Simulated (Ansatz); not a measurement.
A nudged elastic band was laid between two geometries of CH3ClOSi (7 atoms, charge 0, multiplicity 1).

These are results of Ansatz, UKS PBE0-D4/def2-SVP, not measurements.

```yaml
movable_images: 9
climbing_image: yes
spring: 5.0 eV/Å²
optimiser: quadratic models (default)
start_path: through a guess of the saddle point
force_threshold: 0.05 eV/Å
iteration_limit: 46
end_points: relaxed
```

First end point:

```xyz
7
Properties=species:S:1:pos:R:3
Cl -0.702 -1.712 1.373
C 0.385 -0.690 0.411
O 0.149 -0.720 -0.982
Si -0.219 0.837 -0.390
H 1.422 -0.900 0.702
H -1.653 1.195 -0.308
H 0.680 1.923 -0.851
```

Last end point:

```xyz
7
Properties=species:S:1:pos:R:3
Cl -0.521 -1.600 2.036
C -0.716 -0.063 1.408
O 0.609 -0.623 -1.226
Si -0.152 0.513 -0.277
H 1.488 -0.907 -0.961
H -1.375 0.920 -1.018
H 0.728 1.692 -0.007
```

Question: What changes between the two ends?

Answer: Bonds broken: C2–O3, C2–H5. Bonds formed: O3–H5.

Question: Give the energies along the band, and the barrier.

Answer: It converged. The highest image is number 4 of 0 to 10, 2.75 eV above the first end and 1.06 eV above the last; the last end lies 1.69 eV above the first. A vibrational analysis at the climbing image gives one clearly imaginary mode, 1408i cm⁻¹: a first-order saddle point. The orbitals stay closed-shell, which can raise the energy where a bond breaks towards radicals; this wasn't checked here.

| image | path coordinate (Å) | energy (eV) | C2–O3 (Å) | C2–H5 (Å) | O3–H5 (Å) |
| --- | --- | --- | --- | --- | --- |
| 0 | 0.00 | 0.00 | 1.41 | 1.10 | 2.12 |
| 1 | 0.38 | 0.13 | 1.43 | 1.09 | 2.05 |
| 2 | 0.76 | 0.96 | 1.64 | 1.07 | 1.84 |
| 3 | 1.14 | 2.04 | 1.91 | 1.12 | 1.59 |
| 4 | 1.52 | 2.75 | 2.03 | 1.35 | 1.19 |
| 5 | 1.89 | 2.37 | 2.29 | 1.80 | 1.00 |
| 6 | 2.26 | 1.97 | 2.58 | 2.26 | 0.97 |
| 7 | 2.64 | 1.79 | 2.80 | 2.71 | 0.96 |
| 8 | 3.01 | 1.72 | 2.93 | 3.07 | 0.96 |
| 9 | 3.39 | 1.70 | 2.99 | 3.30 | 0.96 |
| 10 | 3.76 | 1.69 | 3.00 | 3.34 | 0.96 |

Question: What is the geometry of the highest image?

Answer: 
```xyz
7
Properties=species:S:1:pos:R:3
Cl -0.773 -1.493 1.703
C 0.402 -0.540 0.925
O 0.439 -0.664 -1.105
Si -0.139 0.724 -0.354
H 1.062 -1.012 -0.150
H -1.590 0.949 -0.571
H 0.660 1.969 -0.493
```

Question: What are the harmonic wavenumbers there?

Answer: 1408i, 174, 233, 509, 545, 659, 687, 794, 868, 920, 992, 1091, 2066, 2272, 2291 cm⁻¹.

The band took 16 iterations and of the order of 12 core-minutes.

Time of the run: 6.3 min on 2 threads of Arm Neoverse V2, on a shared host, peak memory 0.23 GiB.
